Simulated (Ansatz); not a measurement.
`[OH][Al]([OH])[Br]` → `[OH][Al][Br]`• + `[OH]`• at 600 K and 1 bar (homolysis of the Al–O bond).

Isolated molecules relaxed with PBE0-D4/def2-TZVP in Ansatz; ΔE leaves out vibrations. CBS: MP2 limit from def2 TZ/QZ plus the TZ coupled-cluster correction, frozen cores. This one scheme is used for every species. No spin–orbit coupling; open shells (•) take unrestricted orbitals. For Br outer-core shells are correlated without core-valence functions, which leaves a few kJ/mol of doubt a bond. Scalar relativity is left out up to krypton. One conformer a species, not always the lowest.

```json
{"species": "`[OH][Al]([OH])[Br]`", "CCSD(T)/CBS energy (Eh)": "-2967.07960", "H − E (kJ/mol)": "123.9", "S (J/(mol·K))": "393.7"}
{"species": "`[OH][Al][Br]`•", "CCSD(T)/CBS energy (Eh)": "-2891.19115", "H − E (kJ/mol)": "71.6", "S (J/(mol·K))": "348.9"}
{"species": "`[OH]`•", "CCSD(T)/CBS energy (Eh)": "-75.67771", "H − E (kJ/mol)": "39.9", "S (J/(mol·K))": "204.4"}
```

H − E and S are ideal-gas, rigid-rotor, harmonic terms from PBE0-D4/def2-TZVP, for one conformer and one mirror image of each species, with the whole ground term of open shells counted as degenerate. 1 Eh = 2625.50 kJ/mol, R = 8.31446 J/(mol·K).

By hand: ΔE, ΔH, ΔS and ΔG.

ΔE = (-2891.19115) + (-75.67771) − (-2967.07960) = 0.21074 Eh = 553.3 kJ/mol. Δ(H − E) = 71.6 + 39.9 − 123.9 = -12.4, so ΔH = 540.9 kJ/mol. ΔS = 348.9 + 204.4 − 393.7 = 159.6 J/(mol·K). ΔG = 540.9 − 600 × (159.6)/1000 = 445.1 kJ/mol.

By hand: the equilibrium constant, and the temperature at which ΔG would vanish if ΔH and ΔS stayed fixed.

log₁₀ K = −ΔG/(RT ln 10) = -38.7. ΔG = 0 at ΔH/ΔS = 3389 K, far beyond where these terms or the molecules hold.

The number of gas molecules changes by +1, which sets the sign of ΔS. A doubt of 5 kJ/mol in ΔE shifts log₁₀ K by 0.4 here. Other conformers and mirror images would add mixing entropy, several J/(mol·K) or more a flexible species. These are equilibria of isolated gas molecules and say nothing of rates. Largest T1 diagnostic: 0.012 (customary marks: 0.02 for closed shells, 0.045 for open ones).
